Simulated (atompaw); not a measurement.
# What one change does to a pseudopotential (ytterbium (Yb), PAW (atompaw))

```json
{
 "Element": "Yb (Z = 70)",
 "Generator": "atompaw 4.2.0.5",
 "Type": "PAW",
 "Functional": "PBE",
 "Relativity": "scalar-relativistic",
 "Frozen core": "[Kr] 4d10 4f13",
 "Valence charge": "11",
 "Reference configuration": "5s2 5p6 5d1 6s2 6p0",
 "Partial waves": "5s (bound); 6s (bound); 5p (bound); 6p (bound, empty); 5d (bound); 5d channel at 0.25 Ry",
 "Local potential": "bessel scheme, radius 2.50 bohr",
 "Core correction": "smooth core density matched at 2.10 bohr",
 "Augmentation charge": "sinc compensation charge, radius 2.10 bohr; PAW radius 2.90 bohr; waves and projectors: bloechl"
}
```

Change: local potential bessel scheme, radius 1.86 bohr.

Cutoffs: the cutoffs (Ry, on a coarse ladder) from which the occupation-weighted sum of valence levels, in a spherical-Bessel basis at the reference potential, stays within 10 and 1 mRy of its value at 400 Ry; they do not see the model core or the augmentation charge, which bear on the density cutoff.

What does the change do?

The potential gets neither clearly harder nor softer (21 Ry and 25 Ry → 21 Ry and 25 Ry); the p channel sets the loose cutoff, while the largest relative change is in s, which becomes softer; neither file shows a bound ghost.

```tsv
quantity	base	changed
cutoff, loose	21 Ry	21 Ry
cutoff, tight	25 Ry	25 Ry
loose cutoff by channel (10 mRy a level)	s 15 Ry, p 15 Ry, d 10 Ry	s 12 Ry, p 15 Ry, d 10 Ry
bound ghosts	none	none
s: phases at 2.90 bohr within 0.05 rad from the reference energy up to (Ry; the scan ends near 5)	4.2	3.3
p: phases at 2.90 bohr within 0.05 rad from the reference energy up to (Ry; the scan ends near 5)	to the end of the scan	to the end of the scan
d: phases at 2.90 bohr within 0.05 rad from the reference energy up to (Ry; the scan ends near 5)	1.4	1.3
lowest overlap eigenvalue by channel	s 0.53, p 0.65, d 0.02	s 0.56, p 0.72, d 0.02
```

 The cutoffs see the waves, projectors and local potential, not the compensation charge or the core.
